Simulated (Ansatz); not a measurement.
Single points on (BeSe)4 ring (Be₄Se₄).

```yaml
crystal:
  periodic: [false, false, false]
  atoms:
    - {symbol: Be, position_ang: [-0.123698, -1.883049, 0.236383]}
    - {symbol: Be, position_ang: [1.835194, -0.058411, 0.495691]}
    - {symbol: Be, position_ang: [0.123682, 1.883060, -0.236335]}
    - {symbol: Be, position_ang: [-1.835201, 0.058416, -0.495635]}
    - {symbol: Se, position_ang: [1.871065, -1.994493, -0.100188]}
    - {symbol: Se, position_ang: [1.681083, 1.881459, 1.059522]}
    - {symbol: Se, position_ang: [-1.441630, 1.763288, -1.517050]}
    - {symbol: Se, position_ang: [-2.110495, -1.650270, 0.557622]}
basis:
  gaussian: {orbitals: def2-TZVP, initial_orbitals: start.molden}
hamiltonian: {xc: {name: B2PLYP}}
scf: {omitted_lower_state_checks: [starts]}
```

The file start.molden holds the orbitals of an earlier run on this structure, at another level or in another basis.

```sh
$ ansatz run in.yaml --threads 4 --pin off --events-out ev --progress --plain --max-ram 4787MiB
```

Output, abridged:

```
Functional definition: B2PLYP
1916 factors; integrals over basis functions are off by at most 8.2e-4 eV
mean field evaluation 1: about -262958.8394 eV, gradient 1.6e1 eV
mean field evaluation 2: about -262959.0470 eV, gradient 3.7e-1 eV
mean field evaluation 4: about -262959.7748 eV, gradient 1.0e-2 eV
mean field evaluation 8: about -262959.7749 eV, gradient 8.6e-7 eV
mean field -262959.77492784 eV, -9663.5934880609 hartree, gradient 5.8e-6 eV, S^2 0.000000; 0 other end points of the search recorded, 0 dependent functions left out
36 core orbitals not correlated: weight in the atoms' cores, before any rotation towards them, 1.000 or more for the frozen orbitals, at most 0.000 for the correlated occupied ones
reference -262959.77510782 eV, -9663.5934946751 hartree; 40, 40 occupied and 192, 192 virtual orbitals, 1916 factors
second order -42.99242847 eV of doubles, -0.00000000 eV of singles
Total energy: -262971.38306351 eV, -9664.0200791784 hartree
Checks for a lower state left out: starts
```

Run time 14 s (4 threads of Arm Neoverse V2 on a shared host), peak host memory 1.1 GiB.

First input, but with `hamiltonian: {xc: pbe, dispersion: d4}`, `output: {forces: true, orbitals: {seedname: orbitals}}` (abridged; 5.5 s):

```
Functional definition: PBE
mean field -262970.93627830 eV, -9664.0036601248 hartree, gradient 1.6e-5 eV, S^2 0.000000
Total energy: -262971.33221628 eV, -9664.0182105773 hartree
Atom 0 force     0.008523     0.128412    -0.016232 eV/Å
Atom 1 force    -0.125149     0.003959    -0.033925 eV/Å
Atom 2 force    -0.008438    -0.128459     0.015983 eV/Å
Atom 3 force     0.125196    -0.003964     0.033673 eV/Å
Atom 4 force     0.123356    -0.125804    -0.046768 eV/Å
Atom 5 force     0.090352     0.119128     0.104737 eV/Å
Atom 6 force    -0.075889     0.100241    -0.131984 eV/Å
Atom 7 force    -0.137951    -0.093512     0.074517 eV/Å
Dipole moment:    -0.000007     0.000004     0.000029 e Å
Checks for a lower state left out: starts
```

As the first input, with `gaussian: {orbitals: def2-SVP, initial_orbitals: start.molden}`, `hamiltonian: {xc: pbe0, dispersion: d4}`, `output: {orbitals: {seedname: orbitals}}` (abridged; 3.9 s):

```
Functional definition: PBE0
mean field -262946.37212239 eV, -9663.1009440454 hartree, gradient 2.5e-5 eV, S^2 0.000000
Total energy: -262946.72834105 eV, -9663.1140348395 hartree
Checks for a lower state left out: starts
```

As the first input, with `hamiltonian: {xc: r2scan, dispersion: d4}`, `output: {orbitals: {seedname: orbitals}}` (abridged; 9.5 s):

```
Functional definition: r2SCAN
mean field -263011.67412724 eV, -9665.5007484604 hartree, gradient 9.3e-6 eV, S^2 0.000000
Total energy: -263011.77362211 eV, -9665.5044048294 hartree
Checks for a lower state left out: starts
```

Geometry: PBE0-D4/def2-SVP.

Correlated methods freeze 36 core orbitals; core or outer-core shells of Se are correlated, in sets that lack core-valence functions. Another isomer (singlet) lies 0.94 eV lower at PBE0-D4/def2-TZVP; other spin states weren't run for this one.
